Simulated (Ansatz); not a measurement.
**One step, two centres**

1,2-elimination, with the central atom changed down its group and all else kept; in the first member these bonds form or tighten: H–N; these break or loosen: B–N, H–N.

Gas-phase electronic energies, without zero-point energy, by CCSD(T) at an estimated basis limit (MP2 extrapolated from triple and quadruple zeta, plus CCSD(T) − MP2 in triple zeta); Ansatz 0.2.0, def2-TZVPP and QZVPP, frozen cores, on PBE0-D4/def2-TZVP structures. Extrapolation: Hartree–Fock as exp(−7.88 √X), correlation as X^−2.97. All energies, in kcal/mol, count from the reactant; the end structure is reached by relaxing down from the saddle. Brackets give SMILES, or, where every atom is bracketed, only which atoms are joined. Steps whose reference was doubtful or whose search ended elsewhere are left out.

| reactants | products | saddle | end structure | saddle by PBE-D4/TZ |
| --- | --- | --- | --- | --- |
| BN₂H₄Cl ([NH2][B]([NH2])[Cl]) | BNHCl ([NH][B][Cl]) + NH₃, still joined by a dative B–N bond | ? | 45.29 | 53.83 |
| GaN₂H₄Cl ([NH2][Ga]([NH2])[Cl]) | GaNHCl ([NH][Ga][Cl]) + NH₃, still joined by a dative Ga–N bond | 55.33 | 42.17 | 46.64 |

(1) What is the height of the saddle for BN₂H₄Cl ([NH2][B]([NH2])[Cl])? (To be estimated.)

(2) How do the PBE-D4 saddles lie against the coupled-cluster estimate?

No T1 diagnostic of these runs exceeds 0.017. The filled d shells of Ga are correlated in sets not built for that, so values that involve them are less sure.

For scale, one of the runs: CCSD(T)/def2-TZVPP, 208 basis functions, launched by `ansatz run in.yaml --threads 4 --pin off --events-out ev --progress --plain --max-ram 9574MiB`. Hardware: 4 CPU threads of an Arm Neoverse V1, shared host. Wall time 89 s; peak host memory 2.8 GiB.

Answers

(1) Computed: 60.79 kcal/mol relative to the reactant, the higher of the two.

(2) Both lower, by 6.96 to 8.69 kcal/mol.
